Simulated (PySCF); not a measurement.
Electron affinity of Br by level of theory

Br⁻ [Kr] (1S) → Br [Ar] 3d10 4s2 4p5 (2P), as a difference of total energies. Computed with PySCF 2.14 in def2-TZVPPD (7s6p5d1f, 57 functions), with no relativity, point nucleus. Correlated levels: valence and next inner shell: [Ne] frozen. The calculations carry no spin-orbit coupling.

```
                                method  electron affinity (eV)
                                   UHF                   2.409
    MP2 (valence and next inner shell)                   3.439
SCS-MP2 (valence and next inner shell)                   3.345
   CCSD (valence and next inner shell)                   3.274
CCSD(T) (valence and next inner shell)                   3.342
```

**Question.** How much does correlation contribute at CCSD(T) (valence and next inner shell)?

**Answer.** 3.342 − (2.409) = 0.933 eV, measured against UHF.

A first-order spin-orbit estimate (lowest level to lowest level, LS coupling) adds -0.136 eV.

These non-relativistic numbers lack the scalar-relativistic shift.

Errors of the correlated levels include the incompleteness of this basis and the frozen core.

For comparison: 3.364 eV (measured; photodetachment measurements, as compiled on the Wikipedia data page of electron affinities).
